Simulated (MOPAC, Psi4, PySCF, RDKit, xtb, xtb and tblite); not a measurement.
Two geometries of SMILES O=C[SiH2]S, relaxed at GFN2-xTB with one dihedral held; other torsions can differ between them too.

Structure A

```
8

O     -1.9473     0.8739     0.8562
C     -1.0664     0.6732     0.0616
Si     0.0827    -0.8665     0.0888
S      2.1110    -0.1499     0.0647
H     -0.8771     1.4183    -0.7429
H     -0.0560    -1.5667    -1.1779
H     -0.1323    -1.6652     1.2831
H      2.1975     0.1479     1.3532
```

Structure B

```
8

O     -2.2331     0.6353     0.1357
C     -1.0331     0.6753     0.0730
Si     0.0541    -0.9007     0.1373
S      2.0388    -0.1022    -0.0232
H     -0.5189     1.6548    -0.0262
H     -0.2261    -1.7674    -0.9996
H     -0.1044    -1.5849     1.4136
H      2.6812    -1.2569     0.0317
```

Which is lower in energy at the level DF-MP2 (frozen core)/cc-pVTZ // GFN2-xTB (Psi4 1.11), and by how much?

A is lower, by 0.86 kcal/mol (dihedral C2–Si3–S4–H8: 80° in A, 180° in B).

E(B) − E(A) in kcal/mol at the other levels, on the same two geometries: GFN2-xTB (xtb and tblite) -0.71; MMFF94 // GFN2-xTB (RDKit) -0.01; B3LYP/def2-TZVP // GFN2-xTB (Psi4) 1.19; B3LYP-D3(BJ)/def2-TZVP // GFN2-xTB (Psi4) 1.15; PBE/def2-TZVP // GFN2-xTB (Psi4) 1.25; PBE-D3(BJ)/def2-TZVP // GFN2-xTB (Psi4) 1.24; r2SCAN/def2-TZVP // GFN2-xTB (Psi4) 1.08; HF/cc-pVTZ // GFN2-xTB (Psi4) 1.04; UFF // GFN2-xTB (RDKit) -1.31; PM3, restricted, heats of formation // GFN2-xTB (MOPAC) 1.35; PM6, restricted, heats of formation // GFN2-xTB (MOPAC) 1.19; GFN1-xTB // GFN2-xTB (xtb) -0.21; restricted B3LYP/6-31G*, spherical d // GFN2-xTB (PySCF) 0.91; restricted B3LYP/6-311+G**, spherical d, density fitting // GFN2-xTB (PySCF) 1.28; restricted M06-2X/6-31G*, spherical d // GFN2-xTB (PySCF) 0.75; restricted Hartree-Fock/3-21G // GFN2-xTB (PySCF) 0.66.
